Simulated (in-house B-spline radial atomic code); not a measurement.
## PBE0 excitations of Ge III (Ge2+)

Method: PBE0. Computed with an all-electron radial atomic-structure program (B-spline basis): linear response of the closed shell [Ar] 3d10 4s2 with the functional's adiabatic kernel; non-relativistic, point nucleus, no spin-orbit coupling, no double excitations, S, P, D and F terms only; shells from n = 2 respond. Only terms of natural parity with L up to 3 were computed.

Without relativity these are model numbers for so heavy an element.

Command:
```bash
python run_td.py task.json out
```
Settings (radii: box in bohr, nucleus in fm):
```
Z                        32
electrons                30
configuration            [Ar] 3d10 4s2
hamiltonian              nr
method                   pbe0
box_radius               29.48
intervals                56
```

Time taken, with all properties: 1.1 s on 1 thread of Intel(R) Xeon(R) Platinum 8488C (Sapphire Rapids) (shared host).

The lowest states, in the order of their Tamm-Dancoff energies; the method's threshold (minus the highest occupied level) is 29.806 eV. Labels give the largest channel, * marks a mixed state, and oscillator strengths are full-response dipole values. Semilocal kernels can invert the small singlet-triplet splittings of Rydberg terms. Energies in eV:

| state | full response | Tamm-Dancoff | oscillator strength |
| --- | --- | --- | --- |
| 4s → 4p 3P | 7.141 | 7.346 | - |
| 4s → 4p 1P | 10.913 | 11.364 | 1.64 |
| 4s → 5s 3S | 18.781 | 18.787 | - |
| 4s → 4d 3D | 18.931 | 18.956 | - |
| 4s → 5s 1S | ? | ? | - |
| 4s → 4d 1D | 19.607 | 19.617 | - |
| 4s → 5p 3P | ? | ? | - |
| 4s → 5p 1P | 21.670 | 21.715 | 0.00394 |
| 4s → 6s 3S | 24.433 | 24.434 | - |
| 4s → 6s 1S | 24.591 | 24.598 | - |
| 4s → 5d 3D | 24.680 | 24.685 | - |
| 4s → 4f 3F | 24.737 | 24.741 | - |
| 4s → 4f 1F | 24.777 | 24.779 | - |
| 4s → 5d 1D | 24.843 | 24.846 | - |
| 4s → 6p 3P | 25.343 | 25.345 | - |
| 4s → 6p 1P | 25.435 | 25.446 | 0.00528 |

Question: Where does 4s → 5p 3P lie?

Answer: At 21.322 eV in full response, 21.331 eV in Tamm-Dancoff.

Question: Where does 4s → 5s 1S lie?

Answer: At 19.435 eV in full response, 19.459 eV in Tamm-Dancoff.

Question: How large is the singlet-triplet splitting of 4s → 4p (P terms) in Tamm-Dancoff?

Answer: 4.02 eV, from the unrounded values.

Question: What polarisabilities and dispersion coefficient does the method give?

Answer: Dipole 11.31 bohr³, quadrupole 33.34 bohr⁵, C6 44.93 hartree·bohr⁶ for two such species.
